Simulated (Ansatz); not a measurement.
C2H10GeSi can be A, `C[CH2][GeH2][SiH3]`, or B, `[CH3][GeH]([CH3])[SiH3]`.

Computed with Ansatz on PBE0-D4/def2-TZVP structures; ΔE is electronic, products minus reactants. CCSD(T)/CBS adds triple-zeta CCSD(T) − MP2 to the extrapolated MP2 energy (def2 sets, frozen cores). Functionals use def2-TZVPP. B3LYP here is the variant with VWN-RPA as its local correlation; programs differ in this. For Ge outer-core shells are correlated without core-valence functions, which leaves a few kJ/mol of doubt a bond. Scalar relativity is left out up to krypton. Each species was taken in one conformer, which may not be the lowest.

(1) Which is lower in electronic energy at CCSD(T)/CBS, and by how much? (Best estimate.)

(2) Give E(B) − E(A) in kJ/mol with B3LYP-D4, PBE-D4, PBE0-D4, CCSD/def2-TZVPP, CCSD(T)/def2-TZVPP, B2PLYP, B3LYP. (Best estimate.)

Largest T1 diagnostic: 0.011.

Results:

(1) The calculation gave: B, by 37.4 kJ/mol.

(2) Ansatz gave: B3LYP-D4 -37.0, PBE-D4 -36.4, PBE0-D4 -36.6, CCSD/def2-TZVPP -39.2, CCSD(T)/def2-TZVPP -39.7, B2PLYP -39.3, B3LYP -37.5. None reverses the order clearly.

In def2-TZVPP, CCSD(T) changes the Hartree–Fock value by −4.2 kJ/mol (the triples alone add −0.5 kJ/mol) and MP2 by −7.3 kJ/mol.
